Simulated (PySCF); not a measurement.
CH2NO, SMILES O=C[NH] (connectivity only; charge and spin as stated), charge -1, multiplicity 1. Coordinates come from a PBE-D3(BJ)/def2-SVPD optimisation. The multiplicity is an assumed one; other spin states were not compared. The isomer is the one that the SMILES or the coordinates give; other isomers of the formula were not compared. Other conformers were not sampled.

Level of theory: PBE-D3(BJ)/def2-SVPD run with PySCF.

Harmonic wavenumbers (cm⁻¹): 617, 810, 985, 1136, 1294, 1327, 1595, 2657, 3287. Rotational constants (GHz): 82.37, 11.68, 10.23; symmetry number 1.

Q: Work out the zero-point energy and the ideal-gas rigid-rotor harmonic-oscillator thermochemistry at 298.15 K and 1 atm.

A: ZPE = ½ Σ hcν = ½ × 13708 cm⁻¹ = 19.60 kcal/mol. H − E(el) = 22.16 kcal/mol. Entropy in cal/(mol K): translation 37.27, rotation 21.02, vibration 0.83, total 59.13. G − E(el) = 4.53 kcal/mol. Cp = 10.56 cal/(mol K).
